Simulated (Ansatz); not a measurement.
Basis sets compared for [(OH)3Si]2NH (Si₂NO₆H₇). Charge 0, multiplicity 1. Geometry r2SCAN-D4/def2-SVP. Ansatz on 2 threads of AMD EPYC 7R13 on a shared host and a share (18 GiB) of an NVIDIA H100 80GB HBM3; times are rough, and most runs start from earlier orbitals.

```tsv
atom	x (Å)	y (Å)	z (Å)
Si1	-0.686	-1.197	-0.875
O2	-2.119	-1.857	-0.378
O3	0.689	-1.978	-0.425
O4	-0.766	-1.240	-2.531
N5	-0.658	0.387	-0.162
Si6	0.537	1.162	0.789
O7	-0.181	2.162	1.898
O8	1.430	-0.091	1.441
O9	1.656	2.113	0.031
H10	-2.437	-2.574	-0.939
H11	1.098	-1.597	0.374
H12	0.091	-1.192	-2.972
H13	-1.521	0.913	-0.285
H14	-0.918	1.782	2.391
H15	2.337	0.153	1.667
H16	1.447	3.053	-0.025
```

LC-ωPBE has ω = 0.4 bohr⁻¹.

Binding counts from free atoms (Si triplet, O triplet, N quartet, H doublet) in the same basis, without a counterpoise term.

```csv
level,functions,energy (Eh),HOMO (eV),LUMO (eV),binding per atom (eV),wall time
PBE-D4/def2-SVP,169,-1088.2571,-6.10,-0.13,4.36,3.1 s
PBE-D4/def2-TZVP,333,-1089.1294,-6.48,-0.73,4.42,8 s
PBE0-D4/def2-SVP,169,-1088.3213,-7.76,0.79,4.23,4.7 s
PBE0-D4/def2-TZVP,333,-1089.1858,-8.02,0.16,4.29,8.5 s
LC-ωPBE/def2-TZVP,333,-1089.4849,-10.89,2.32,4.32,9 s
```

(1) Estimate the rows for PBE-D4/def2-TZVPD, PBE0-D4/def2-TZVPD, LC-ωPBE/def2-TZVPD.

## Answers

(1) 
```csv
level,functions,energy (Eh),HOMO (eV),LUMO (eV),binding per atom (eV),wall time
PBE-D4/def2-TZVPD,426,-1089.1377,-6.59,-1.30,4.42,6.5 s
PBE0-D4/def2-TZVPD,426,-1089.1925,-8.10,-0.59,4.30,6 s
LC-ωPBE/def2-TZVPD,426,-1089.4918,-10.96,0.92,4.32,6.5 s
```
